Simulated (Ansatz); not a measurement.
BeI2. Charge 0, multiplicity 3. Geometry B3LYP-D4/def2-TZVP, that of the charge +1 doublet.

```tsv
atom	x (Å)	y (Å)	z (Å)
Be1	0.000	-0.001	0.000
I2	1.169	-1.149	1.452
I3	-1.168	1.150	-1.452
```

In the def2 sets I takes a core potential; there is no spin–orbit coupling. At PBE0-D4/def2-TZVP a singlet of charge 0 lies 5.17 eV below the triplet at the same geometry. The structure comes from a short search, and lower isomers may exist.

Estimate the α-spin orbital energies around the gap (eV) in Ansatz with PBE-D4/def2-TZVP, r2SCAN-D4/def2-TZVP, PBE0-D4/def2-TZVP.


| orbital | PBE-D4/def2-TZVP | r2SCAN-D4/def2-TZVP | PBE0-D4/def2-TZVP |
| --- | --- | --- | --- |
| HOMO−5 | -8.59 | -8.91 | -9.80 |
| HOMO−4 | -8.05 | -8.50 | -9.40 |
| HOMO−3 | -7.71 | -8.12 | -9.02 |
| HOMO−2 | -7.59 | -7.90 | -8.78 |
| HOMO−1 | -7.26 | -7.57 | -8.44 |
| HOMO | -2.16 | -2.36 | -2.95 |
| LUMO | -1.67 | -1.49 | -1.01 |
| LUMO+1 | -1.54 | -1.24 | -0.75 |
| LUMO+2 | 0.20 | 0.72 | 0.82 |
| LUMO+3 | 1.13 | 2.01 | 1.85 |
| LUMO+4 | 2.03 | 2.57 | 2.91 |
| LUMO+5 | 3.06 | 3.90 | 3.80 |
| β HOMO | -7.10 | -7.27 | -7.65 |
| β LUMO | -6.91 | -7.01 | -6.51 |
